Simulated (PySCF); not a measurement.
Stretching ZnAs

Set-up: PySCF, no relativity, basis sets Zn pcseg-1, As pcseg-1. Energies in eV from Zn + As in their ground configurations at the same level. All curves are PBE0. state 1: ⁴Σ⁻ (quartet), unpaired electrons σ ↑, π ↑↑; state 2: Ms = 0.5 determinant of mixed spin (⟨S²⟩ near 1.8), unpaired electrons σ ↓, π ↑↑, a second solution, started from another occupation; state 3: Ms = 0.5 determinant of mixed spin (⟨S²⟩ near 1.8), unpaired electrons σ ↑, π ↑↓, a mixture of terms (⟨Lz²⟩ = 2.0), a second solution, started from another occupation; state 4: ²Π (doublet), unpaired electrons π ↑, a second solution, started from another occupation.

```
R (Å)  state 1  state 2  state 3  state 4
2.236  -0.0272   0.2145   0.4409   0.2376
2.340  -0.2287   0.0318   0.2530   0.2274
2.444  -0.3282  -0.0420   0.1702   0.2970
2.522  -0.3588  -0.0491   0.1540   0.3800
2.600  -0.3645  -0.0281   0.1641   0.4776
2.678  -0.3536   0.0119   0.1917   0.5825
2.782  -0.3239   0.0829   0.2442   0.7250
2.912  -0.2764   0.1834   0.3201   0.8963
3.068  -0.2188   0.3014   0.4089   1.0818
3.276  -0.1549   0.4333   0.5066   1.2877
```

Question: Put a parabola through the three lowest points of the state 1 curve and estimate Re, k and ωe (reduced mass 34.5 u; 1 eV/Å² = 0.16022 mdyn/Å; ωe = 1302.8·√(k/μ) cm⁻¹).

Answer: Through R = 2.522, 2.6, 2.678 Å the second-order coefficient is 1.36 eV/Å², so Re ≈ 2.588 Å, k ≈ 0.437 mdyn/Å and ωe ≈ 147 cm⁻¹. A polynomial fit of higher order to the unrounded PBE0 energies gives Re = 2.583 Å, k = 0.474 mdyn/Å, ωe = 153 cm⁻¹; anharmonicity and rounding make the difference.

The higher-order fit for each curve: state 1: Re = 2.583 Å, ωe = 153 cm⁻¹, De = 0.365 eV; state 2: Re = 2.499 Å, ωe = 200 cm⁻¹, minimum 0.050 eV below the ground-state fragments; state 3: Re = 2.526 Å, ωe = 182 cm⁻¹, minimum 0.154 eV above the ground-state fragments; state 4: Re = 2.296 Å, ωe = 266 cm⁻¹, minimum 0.219 eV above the ground-state fragments.

The bond is weak. Basis-set superposition, not corrected here, can be much of De in a small basis, most of all at correlated wavefunction levels. Functionals without a dispersion term scatter widely for such bonds, and LDA overbinds them. Spin–orbit coupling is left out. The state is the lowest determinant that a PBE0 search found; another state may lie lower at other levels.
